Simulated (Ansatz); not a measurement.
Consider the ligand exchange at a B–Br bond: `COB(O)Br` + CH₃OH → `COB(O)OC` + HBr.

Calculated with Ansatz (gas phase, PBE0-D4/def2-TZVP geometries, no zero-point term in ΔE). CBS: MP2 limit from def2 TZ/QZ plus the TZ coupled-cluster correction, frozen cores. This one scheme is used for every species. Functionals use def2-TZVPP. For Br outer-core shells are correlated without core-valence functions, which leaves a few kJ/mol of doubt a bond. Scalar relativity is left out up to krypton. Each species was taken in one conformer, which may not be the lowest.

CCSD(T)/CBS gives -47.2 kJ/mol.

**Question.** Another level gave -49.8 kJ/mol. Which?
A. revPBE/def2-TZVPP
B. CAM-B3LYP-D4/def2-TZVPP
C. r2SCAN0-D4/def2-TZVPP
D. PBE/def2-TZVPP

**Answer.** C. r2SCAN0-D4 -49.8, revPBE -36.4, CAM-B3LYP-D4 -58.9, PBE -40.6 kJ/mol.

Largest T1 diagnostic among the species: 0.012.

Leaving LDA and LC-ωPBE aside and taking each functional with its dispersion term where it has one, the values, not all of them listed here, spread over 19.6 kJ/mol, from CAM-B3LYP-D4 to revPBE-D4. LDA lies −11.9 kJ/mol from PBE without D4. From PBE to PBE0 (25 % exact exchange), in def2-TZVPP and without D4, ΔE moves by −3.9 kJ/mol.
